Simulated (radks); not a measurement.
Values are calculated unless marked as measured or tabulated.
Effect of the nuclear size on the barium ion Ba+, [Xe] 6s1. Level of theory: Dirac Kohn-Sham, BLYP, spin-unpolarised, spherical densities, finite nucleus; Fermi nuclear charge, rms radius 4.8378 fm (a radial shooting solver on a logarithmic mesh with Libxc functionals). The rms radius is varied about that value; shifts are against it.

| rms radius (fm) | total energy shift (eV) | density at nucleus (e/bohr^3) | 1s1/2 shift (meV) | 2s1/2 shift (meV) | 4p1/2 shift (meV) | 5s1/2 shift (meV) | 5p1/2 shift (meV) | 6s1/2 shift (meV) |
|---|---|---|---|---|---|---|---|---|
| 3.9428 | -2.84 | 3.359e+05 | -1180 | -142 | 0.493 | -0.940 | 0.157 | -0.099 |
| 4.3879 | -1.48 | 3.29e+05 | -618 | -74.3 | 0.258 | -0.492 | 0.082 | -0.052 |
| 4.8378 | 0 | 3.229e+05 | 0.000 | 0.000 | 0.000 | 0.000 | 0.000 | 0.000 |
| 5.041 | 0.709 | 3.203e+05 | 295 | 35.5 | -0.123 | 0.235 | -0.039 | 0.025 |
| 5.9215 | 4.05 | 3.105e+05 | 1690 | 203 | -0.704 | 1.34 | -0.225 | 0.142 |

Slopes of the eigenvalues against <r^2> in GHz/fm^2, as finite differences over the two radii next to the reference (eigenvalue slopes, not the field-shift constants of lines): 1s1/2 35900, 2s1/2 4310, 4p1/2 -15.0, 5s1/2 28.5, 5p1/2 -4.78, 6s1/2 3.02.
